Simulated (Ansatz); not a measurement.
Hg2Cl4⁺, relaxed as a doublet with UKS PBE0-D4/def2-SVP in Ansatz, starting from the GFN1-xTB geometry. Force threshold 0.02 eV/Å.

In the def2 sets Hg takes a core potential; there is no spin–orbit coupling. The structure comes from a short search, and lower isomers may exist.

Start:

Cartesian coordinates in Å:
```
Hg -0.3539 0.6691 -0.0865
Hg -0.8972 -3.2161 -3.2208
Cl 1.5547 0.8030 3.3323
Cl -1.7573 2.4640 0.1054
Cl -0.4118 -1.3113 -1.5059
Cl 1.8656 0.5913 1.3756
```

Task: Estimate the energy that the relaxation releases and the steps that it takes.

Result: 13.8 kcal/mol, in 17 steps; 76 s on 4 threads of Arm Neoverse V1 on a shared host. The force fell under the threshold at step 15, but the optimiser went on. No frequencies were taken in this run, so the end may be a saddle point.

Task: Does the start keep its bonding and symmetry?

Result: Bonds lost: Hg1–Cl6 (atoms count from 1). The end holds 2 separate pieces.

Task: Predict the relaxed structure.

Result: 
Cartesian coordinates in Å:
```
Hg -0.646 0.627 -0.272
Hg -1.104 -2.792 -2.788
Cl 0.907 0.103 2.551
Cl -1.602 2.622 0.196
Cl 0.241 -1.505 -0.910
Cl 2.205 0.945 1.223
```
Bond lengths (bridged metal pairs left out): 3 × Cl–Hg 2.26 to 2.64 Å; 1 × Cl–Cl 2.04 Å.
